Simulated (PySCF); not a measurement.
C3H5ClGe, SMILES C(=CCl)=[CH][GeH3]. Coordinates come from a PBE-D3(BJ)/def2-SVP optimisation. The structure was generated by enumeration; whether it is a known compound was not checked.

Computed equilibrium geometry at PBE-D3(BJ)/def2-SVP (PySCF confirms it by a frequency run) as Cartesian coordinates in Å:
```xyz
10

Cl     3.1065     0.0970    -0.7487
C      1.9084    -0.9186     0.0246
C      0.8152    -0.4394     0.5864
C     -0.3035     0.0237     1.1009
Ge    -1.9391     0.2248     0.0311
H      2.1535    -1.9924     0.0061
H     -0.3391     0.3199     2.1671
H     -3.0739    -0.6224     0.6661
H     -2.3721     1.7147     0.0327
H     -1.6465    -0.2550    -1.4092
```
